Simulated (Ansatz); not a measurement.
System: CN, charge 0, doublet. CN (SMILES [C-]#[N+], doublet).
B3LYP-D3(BJ)/def2-TZVP minimum from Ansatz (an electronic-structure program):
```xyz
2

C      0.0000     0.0000    -0.6258
N      0.0000     0.0000     0.5364
```
Charge 0, spin multiplicity 2.

Hartree-Fock and CCSD correlation energies in hartree (Ansatz). UHF or UKS for unpaired electrons; spin-orbit terms are left out. Cores are frozen in correlated methods. No relativity. The UHF reference of CN ([C-]#[N+], doublet) is spin-contaminated (<S^2> up to 0.37 over the pure value in the sets run).

```
basis    X      E(HF)  E(corr, CCSD)
-------  -  ---------  -------------
cc-pVTZ  3  -92.23520       -0.31199
cc-pVQZ  4  -92.24165       -0.32836
cc-pV5Z  5  -92.24290       withheld
```

Fit E(corr) = E∞ + A/X³ to X = 3 and 4, predict X = 5, and compare with the run.

A = (-0.31199 - (-0.32836))/(1/27 - 1/64) = 0.7645; E∞ = -0.32836 - A/64 = -0.34031; at X = 5, E∞ + A/125 = -0.33419. The run gave -0.33404, 0.15 mEh above the prediction. The same form on X = 4 and 5 gives E∞ = -0.34000, 0.31 mEh above the first estimate.
